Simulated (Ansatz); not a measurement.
Consider the redistribution: `F[SiH](F)[SiH](Cl)Cl` + `C[SiH2]S[SiH3]` → `C[SiH2]S[SiH](Cl)Cl` + `F[SiH](F)[SiH3]`.

Computed with Ansatz on PBE0-D4/def2-TZVP structures; ΔE is electronic, products minus reactants. CCSD(T)/CBS adds triple-zeta CCSD(T) − MP2 to the extrapolated MP2 energy (def2 sets, frozen cores). Functionals use def2-TZVPP. One conformer a species, not always the lowest.

```json
{"level": "PBE0", "ΔE (eV)": "-0.15"}
{"level": "HF/def2-TZVPP", "ΔE (eV)": "-0.05"}
{"level": "CCSD(T)/def2-TZVPP", "ΔE (eV)": "-0.19"}
{"level": "HF/def2-QZVPP", "ΔE (eV)": "-0.04"}
```

Question: What does CCSD(T)/CBS give? (Best estimate.)

Answer: Computed: -0.19 eV. The listed levels differ from it by 0.04, 0.14, 0.00, 0.15 eV.

Largest T1 diagnostic among the species: 0.013.

In def2-TZVPP, CCSD(T) changes the Hartree–Fock value by −0.14 eV (the triples alone add −0.02 eV) and MP2 by −0.16 eV. The D4 term adds −0.08 eV with B3LYP and −0.05 eV with PBE0; it sums over pairs of atoms, weighted by their polarisabilities, and B3LYP, whose exchange is more repulsive, gets the larger term.

B3LYP here is the variant with VWN-RPA as its local correlation; programs differ in this.
